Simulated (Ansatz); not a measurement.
Abridged output of a molecular run in Ansatz:

```
Functional definition: HF
3662 factors; integrals over basis functions are off by at most 1.0e-3 eV
mean field evaluation 1: about -37771.4472 eV, gradient 7.7e1 eV
mean field evaluation 2: about -37772.1362 eV, gradient 7.7e1 eV
mean field evaluation 4: about -37784.5748 eV, gradient 1.5e1 eV
mean field evaluation 8: about -37785.1278 eV, gradient 9.4e-1 eV
mean field evaluation 16: about -37785.1320 eV, gradient 2.3e-6 eV
mean field -37785.13196002 eV, -1388.5779878483 hartree, gradient 2.2e-6 eV, S^2 0.000000; 0 other end points of the search recorded, 0 dependent functions left out
16 core orbitals not correlated: weight in the atoms' cores, before any rotation towards them, 1.000 or more for the frozen orbitals, at most 0.000 for the correlated occupied ones
reference -37785.13196002 eV, -1388.5779878483 hartree; 38, 38 occupied and 547, 547 virtual orbitals, 3662 factors
second order -68.20562606 eV of doubles, -0.00000000 eV of singles
cycle   1  -66.25519257 eV  change     2.0e0 eV  update   3.1e-1
cycle   2  -68.29261952 eV  change    -2.0e0 eV  update   2.2e-1
cycle   3  -69.00052612 eV  change   -7.1e-1 eV  update   7.4e-2
cycle   4  -69.09277546 eV  change   -9.2e-2 eV  update   3.2e-2
cycle   5  -69.05788213 eV  change    3.5e-2 eV  update   1.5e-2
cycle   6  -69.04601223 eV  change    1.2e-2 eV  update   7.9e-3
cycle   7  -69.05185482 eV  change   -5.8e-3 eV  update   4.4e-3
cycle   8  -69.05154731 eV  change    3.1e-4 eV  update   1.9e-3
cycle   9  -69.05131253 eV  change    2.3e-4 eV  update   1.0e-3
cycle  10  -69.05312098 eV  change   -1.8e-3 eV  update   4.9e-4
cycle  11  -69.05274002 eV  change    3.8e-4 eV  update   3.2e-4
cycle  12  -69.05208078 eV  change    6.6e-4 eV  update   1.5e-4
cycle  13  -69.05237689 eV  change   -3.0e-4 eV  update   7.7e-5
cycle  14  -69.05216599 eV  change    2.1e-4 eV  update   4.0e-5
cycle  15  -69.05219673 eV  change   -3.1e-5 eV  update   1.8e-5
perturbative correction -3.59364563 eV, -0.1320640410 hartree
Total energy: -37857.77780237 eV, -1391.2476733137 hartree
```

Its atoms:

Z-matrix (Å, degrees):
```
Ti
C 1 2.385
C 1 2.414 2 56.7
C 1 2.897 2 90.8 3 160.6
N 1 1.891 2 106.7 3 140.4
C 1 2.366 2 34.6 3 78.9
C 1 2.419 2 34.2 3 -36.6
O 1 1.818 2 141.7 3 8.2
F 1 1.795 2 92.5 3 -117.3
C 1 2.939 2 111.0 3 115.3
C 1 2.880 2 163.9 3 -6.6
C 1 2.376 2 57.2 3 41.1
H 2 1.081 1 117.6 3 159.2
H 3 1.079 1 118.0 2 -159.6
H 4 1.102 1 113.3 2 -34.1
H 4 1.092 1 78.6 2 71.1
H 4 1.099 1 134.5 2 174.6
H 6 1.080 1 118.4 2 122.5
H 7 1.080 1 118.3 2 -121.3
H 10 1.099 1 134.5 2 135.8
H 10 1.092 1 80.5 2 -118.2
H 10 1.102 1 112.3 2 -12.4
H 11 1.096 1 101.0 2 -88.9
H 11 1.097 1 88.8 2 163.0
H 11 1.095 1 138.4 2 45.6
H 12 1.080 1 117.4 2 159.8
```

Task: Which basis set was used?
A. def2-SVPD
B. def2-QZVPP
C. def2-TZVPPD
D. def2-TZVPP

Result: D. It gives 601 functions.

Task: Write the keys of the input that set method, charge and spin (a neutral closed shell needs none for the last two).

Result: 
```yaml
correlation: {method: ccsd_t}
```
